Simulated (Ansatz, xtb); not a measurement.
## Relative energy of two isomers of C5H7NO

Structure X is `Cn1ccc(O)c1`, a singlet and structure Y is `Cc1[nH]ccc1O`, a singlet. Both are isolated molecules in the gas phase, relaxed with r2SCAN-D4/def2-SVP; the shapes shown needn't be the lowest conformers.

X (Å):

| atom | x (Å) | y (Å) | z (Å) |
| --- | --- | --- | --- |
| C | 0.2738 | 1.5744 | -1.3105 |
| C | -0.2703 | -0.7386 | -0.5232 |
| C | 0.3324 | -1.7001 | 0.2734 |
| C | 1.5500 | -1.1339 | 0.7380 |
| C | 1.6536 | 0.1498 | 0.2158 |
| N | 0.5242 | 0.3744 | -0.5517 |
| O | 2.4145 | -1.7890 | 1.5563 |
| H | 0.9868 | 1.6832 | -2.1459 |
| H | -0.7430 | 1.5334 | -1.7239 |
| H | 0.3500 | 2.4668 | -0.6682 |
| H | -1.2108 | -0.7627 | -1.0724 |
| H | -0.0479 | -2.6921 | 0.5087 |
| H | 3.1636 | -1.2079 | 1.7372 |
| H | 2.4232 | 0.9124 | 0.3270 |

Y (Å):

```xyz
14

C     0.7038    1.8628   -0.5073
C     0.6688    0.4107   -0.1920
C    -0.0220   -1.5171    0.7759
C     1.0387   -1.8408   -0.0575
C     1.4674   -0.6239   -0.6620
N    -0.2303   -0.1686    0.6843
O     2.4791   -0.4320   -1.5556
H     1.4974    2.0461   -1.2450
H    -0.2446    2.2268   -0.9417
H     0.9230    2.4866    0.3783
H    -0.9449    0.3433    1.1849
H    -0.6354   -2.1449    1.4192
H     1.4561   -2.8358   -0.2118
H     2.8883   -1.2872   -1.7321
```

Quicker runs give these differences E(Y) − E(X): GFN2-xTB −0.002 eV; HF/STO-3G −0.204 eV (at GFN2-xTB geometries); r2SCAN-D4/def2-SVP//GFN2-xTB −0.333 eV.

Problem. Estimate E(Y) − E(X) at the level CCSD(T)/def2-SVP + ΔMP2/def2-TZVPP.

Solution. Calculated at CCSD(T)/def2-SVP + ΔMP2/def2-TZVPP: E(Y) − E(X) = −0.301 eV, so structure Y lies lower.

Level by level:

| level | geometry | E(Y) − E(X) (eV) | departure from the last row (eV) | job, with rough time for the two |
| --- | --- | --- | --- | --- |
| GFN2-xTB | GFN2-xTB | −0.002 | +0.299 | optimisation, 0.57 s |
| HF/STO-3G | GFN2-xTB | −0.204 | +0.097 | single point, 1.4 s |
| r2SCAN-D4/def2-SVP//GFN2-xTB | GFN2-xTB | −0.333 | −0.032 | single point, 10 s |
| r2SCAN-D4/def2-SVP | r2SCAN-D4/def2-SVP | −0.326 | −0.026 | optimisation, 2.3 min |
| HF/def2-SVP | r2SCAN-D4/def2-SVP | −0.275 | +0.026 | part of the CCSD(T) run |
| MP2/def2-SVP | r2SCAN-D4/def2-SVP | −0.319 | −0.018 | part of the CCSD(T) run |
| CCSD(T)/def2-SVP | r2SCAN-D4/def2-SVP | −0.298 | +0.003 | single point |
| CCSD(T)/def2-SVP + ΔMP2/def2-TZVPP | r2SCAN-D4/def2-SVP | −0.301 |  | single point, 3.2 min |

As drawn, Y has 1 C–C, 1 N–H in place of 1 C–N, 1 C–H.

GFN2-xTB finds them nearly level. The largest departure from CCSD(T)/def2-SVP + ΔMP2/def2-TZVPP is that of GFN2-xTB, 0.299 eV. The last row adds to CCSD(T) the change of the MP2 difference between the two basis sets, here −0.003 eV.

With thermal terms from frequencies at re-optimised GFN2-xTB minima (ideal gas, soft modes damped towards free rotors, one conformer each, 298.15 K, 1 atm): the zero-point term adds +0.007 eV; ΔH is −0.293 and ΔG −0.291 eV.

The correlated steps freeze 7 core orbitals. Codes used: Ansatz 0.2.0, xtb 6.7.1; the last row on 2 threads of Intel(R) Xeon(R) Processor @ 2.50GHz (Skylake/Cascade Lake) on a shared host.
